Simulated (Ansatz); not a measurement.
Relaxation of CH$_{7}$AlBN (11 atoms, charge 0, multiplicity 1), to a largest force component of 0.02 eV/Å in at most 50 steps.

Level of theory: UKS B3LYP-D4/6-31G in Ansatz 0.2.0.

```xyz
11
Properties=species:S:1:pos:R:3:forces:R:3
B -1.148 1.608 0.179 -1.43 -0.27 -0.97
N -0.762 0.240 -0.228 -0.67 2.83 -1.65
C 0.537 -0.031 0.309 4.00 -0.62 2.08
Al 1.168 -1.908 -0.085 -2.19 -0.40 0.35
H -1.403 2.461 -0.681 0.10 -0.70 0.40
H -1.364 1.942 1.304 0.56 -0.30 0.19
H -0.660 0.232 -1.266 -0.63 -0.42 0.73
H 0.606 0.084 1.425 -0.53 0.04 -0.77
H 1.339 0.663 -0.076 -0.60 -0.21 0.23
H 1.449 -2.270 -1.574 0.68 -0.14 -0.65
H 0.304 -3.077 0.714 0.71 0.20 0.06
```

Task: Where does it end, and by what steps?

Result: The forces met the threshold. Limits of this set-up: no polarisation functions. After 22 steps the energy has fallen by 1.764 eV; H5 moved furthest, 1.29 Å. Joined: N2–Al4.

```csv
step,energy less start (eV),largest force component (eV/Å),accepted
0,0.0000,3.996,yes
1,-0.7945,2.302,yes
2,-1.1674,1.716,yes
3,-1.4075,1.058,yes
4,-1.5731,0.499,yes
5,-1.6446,0.339,yes
6,-1.6730,0.320,yes
7,-1.6939,0.207,yes
8,-1.6972,0.581,yes
9,-1.7063,0.425,yes
10,-1.7149,0.157,yes
11,-1.7147,0.356,no
12,-1.7218,0.162,yes
13,-1.7289,0.075,yes
14,-1.7377,0.116,yes
15,-1.7477,0.188,yes
16,-1.7532,0.249,yes
17,-1.5722,1.365,no
18,-1.7620,0.138,yes
19,-1.7623,0.076,yes
20,-1.7638,0.030,yes
21,-1.7639,0.029,yes
22,-1.7640,0.004,yes
```

```xyz
11
Properties=species:S:1:pos:R:3
B -1.320 1.001 0.126
N -0.043 0.697 -0.391
C 1.151 0.176 0.376
Al 0.459 -1.620 -0.085
H -2.153 1.417 -0.620
H -1.529 0.823 1.287
H 0.158 0.913 -1.363
H 1.081 0.489 1.417
H 2.078 0.541 -0.066
H 0.754 -2.156 -1.567
H -0.571 -2.337 0.907
```

Time of the run: 110 s on 1 thread of Arm Neoverse V1, with other jobs on the host, peak memory 0.18 GiB.
